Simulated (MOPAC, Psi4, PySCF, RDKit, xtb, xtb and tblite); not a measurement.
Two geometries of SMILES N[SiH2]O[SiH3] (H7NOSi2), relaxed at GFN2-xTB with one dihedral held; other torsions can differ between them too.

Structure A

```
11

N      1.9237    -0.2504    -0.0348
Si     0.7408     0.9343    -0.4079
O      1.4078     2.4008    -0.6230
Si     2.2703     3.7547    -0.4823
H      1.9103    -0.7753     0.8203
H      2.8495    -0.2042    -0.4234
H     -0.1903     1.0205     0.7127
H      0.1338     0.6510    -1.7062
H      2.7244     3.8872     0.9032
H      3.4083     3.6242    -1.3935
H      1.3749     4.8441    -0.8647
```

Structure B

```
11

N      2.0029    -0.1447     0.0796
Si     0.7885     0.9866    -0.3376
O     -0.2312     1.0792     0.9199
Si    -0.9329     0.7652     2.3350
H      2.0224    -0.6281     0.9586
H      2.7678    -0.3898    -0.5199
H     -0.0157     0.5366    -1.4753
H      1.3227     2.3392    -0.5054
H     -1.4225    -0.6143     2.3126
H      0.0653     0.9344     3.3933
H     -2.0185     1.7359     2.4419
```

Task: Which is lower in energy at the level DF-MP2 (frozen core)/cc-pVTZ // GFN2-xTB run with Psi4 1.11, and by how much?

Result: A is lower, by 8.38 kJ/mol (dihedral H5–N1–Si2–O3: 120° in A, 0° in B).

E(B) − E(A) in kJ/mol at the other levels, on the same two geometries: GFN2-xTB (xtb and tblite) -2.41; MMFF94 // GFN2-xTB (RDKit) -3.18; PBE/def2-TZVP // GFN2-xTB (Psi4) 9.60; PBE-D3(BJ)/def2-TZVP // GFN2-xTB (Psi4) 9.16; HF/cc-pVTZ // GFN2-xTB (Psi4) 6.19; UFF // GFN2-xTB (RDKit) -8.23; AM1, restricted, heats of formation // GFN2-xTB (MOPAC) 10.34; PM3, restricted, heats of formation // GFN2-xTB (MOPAC) 13.23; GFN1-xTB // GFN2-xTB (xtb) -3.53; restricted B3LYP/6-31G*, spherical d // GFN2-xTB (PySCF) 11.00.
